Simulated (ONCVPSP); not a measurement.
## Logarithmic derivatives: niobium, ONCV

- Element: niobium (Nb)
- Generator: ONCVPSP 4.0.1
- Type: optimised norm-conserving Vanderbilt (ONCV)
- Functional: PBE
- Relativity: fully relativistic
- Frozen core: [Kr]
- Valence charge: 5
- Reference configuration: 4d4 5s1
- Partial waves: 5s: rc 3.25 bohr, ncon 4, nbas 9, qcut 2 1/bohr, 2 projectors, debl 1.9 Ha; p scattering state at 0.04 Ha: rc 3.00 bohr, ncon 4, nbas 7, qcut 2.2 1/bohr, 2 projectors, debl 1.6 Ha; 4d: rc 2.70 bohr, ncon 4, nbas 9, qcut 5.6 1/bohr, 2 projectors, debl 0.6 Ha; f scattering state at 0.13 Ha: rc 2.70 bohr, ncon 3, nbas 6, qcut 4.8 1/bohr, local
- Local potential: the f channel
- Core correction: none

Open shells are filled in proportion to 2j + 1.

In the p channel the program set the typed energies aside and used 0.050, 1.650 Ha (j = l + 1/2; the other j can differ).

The phase is arctan(r·R′/R) of the radial function R(r), unwrapped; energies in Ha, scanned from -2 to 5 Ha. A pole is an energy at which the radial function vanishes at the test radius. The pseudo phase is shifted by a multiple of π to meet the all-electron one at the reference energy, and phase errors are pseudo minus all-electron; the curves can meet again beyond the range given. Levels narrower than the energy grid can be missing from the lists of poles. n/a: not evaluated, since a narrow level or a reset projector energy made the automatic matching unsafe.

**Question.** For each channel, where are the poles, and over which energies does the pseudopotential scatter like the atom?

**Answer.**

```tsv
channel	radius (bohr)	reference energy (Ha)	poles, all-electron	poles, pseudo	unbroken range about the reference energy with phases within 0.05 rad	phase error 1 Ha above the reference energy (rad)
s	3.30	-0.15	0.49, 3.24	0.47, 1.01, 3.17	below 0.8	-0.062
p3/2	3.05	0.05	-1.22, 1.24, 4.66	1.22, 4.62	n/a	n/a
p1/2	3.05	0.05	-1.30, 1.18, 4.57	1.17, 1.91, 4.64	-1.1 to 1.8	-0.005
d5/2	2.74	-0.11	0.15, 2.86	0.15, 2.99	below 3.8	+0.003
d3/2	2.74	-0.12	0.14, 2.84	0.14, 2.97	below 3.7	+0.003
f7/2	2.74	0.13	1.50, 4.00	1.69	below 1.4	+0.038
f5/2	2.74	0.13	1.50, 4.00	1.69	below 1.4	+0.038
```

Note: no bound ghost flagged; GHOST(+) flagged for s at 27.3 eV, p3/2 at 49.1 eV.

Phases in the p3/2 channel:

```tsv
E (Ha)	all-electron	pseudo
-1.98	1.352	-1.775
-1.80	1.333	-1.787
-1.62	1.305	-1.802
-1.44	1.248	-1.821
-1.26	-0.937	-1.844
-1.08	-1.802	-1.873
-0.90	-1.875	-1.913
-0.72	-1.944	-1.971
-0.54	-2.039	-2.060
-0.36	-2.200	-2.215
-0.18	-2.523	-2.533
0.00	-3.197	-3.198
0.18	-3.918	-3.921
0.36	-4.280	-4.287
0.54	-4.456	-4.463
0.72	-4.557	-4.564
0.90	-4.624	-4.631
1.08	-4.675	-4.681
1.26	-4.717	-4.722
1.44	-4.756	-4.759
1.62	-4.797	-4.797
1.80	-4.843	-4.936
1.98	-4.903	-8.011
2.16	-4.997	-8.073
2.34	-5.176	-8.163
2.52	-5.654	-8.327
2.70	-6.742	-8.711
2.88	-7.332	-9.633
3.06	-7.539	-10.351
3.24	-7.638	-10.622
3.42	-7.697	-10.747
3.60	-7.737	-10.820
3.78	-7.766	-10.869
3.96	-7.789	-10.905
4.14	-7.809	-10.933
4.32	-7.826	-10.958
4.50	-7.841	-10.981
4.68	-7.855	-11.002
4.86	-7.870	-11.025
```
